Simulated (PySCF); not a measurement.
How methods differ on the excitation energy of Al

Al [Ne] 3s2 3p1 (2P) → Al [Ne] 3s1 3p1 4s1 (4P), as a difference of total energies. Computed with PySCF 2.14 in dyall-av2z, with no relativity, point nucleus. Correlated levels: valence: [Ne] frozen; virtual orbitals above 40 to 60 times the deepest correlated orbital energy dropped. The calculations carry no spin-orbit coupling.

```csv
method,excitation energy (cm⁻¹)
UHF,51790
MP2 (valence),57535
SCS-MP2 (valence),59321
CCSD (valence),60177
CCSD(T) (valence),60342
CCSDT (valence),60421
FCI (valence),60421
```

The upper state lies above the first ionisation limit, but in LS coupling its spin forbids autoionisation to the ground ion. A Rydberg-like electron needs more diffuse functions than a valence basis has.

The promoted electron is Rydberg-like, and one or two diffuse shells describe it only roughly, which tends to raise the upper state.
